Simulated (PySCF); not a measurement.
C5H4N, SMILES [c]1ccncc1, multiplicity 2. The structure is a stationary point at PBE-D3(BJ)/def2-SVP. The isomer is the one that the SMILES or the coordinates give; other isomers of the formula were not compared.

Computed with PBE-D3(BJ)/def2-SVP (PySCF 2.14.0).

Harmonic wavenumbers (cm⁻¹): 358, 433, 596, 621, 692, 739, 794, 927, 930, 944, 1020, 1041, 1047, 1190, 1251, 1314, 1378, 1424, 1504, 1607, 3068, 3071, 3118, 3119. Rotational constants (GHz): 6.330, 5.896, 3.053; symmetry number 2.

Q: Work out the zero-point energy and the ideal-gas rigid-rotor harmonic-oscillator thermochemistry at 298.15 K and 1 atm.

A: ZPE = ½ Σ hcν = ½ × 32186 cm⁻¹ = 46.01 kcal/mol. H − E(el) = 49.35 kcal/mol. Entropy in cal/(mol K): translation 38.98, rotation 24.07, vibration 4.41, spin 1.38, total 68.84. G − E(el) = 28.82 kcal/mol. Cp = 18.45 cal/(mol K).
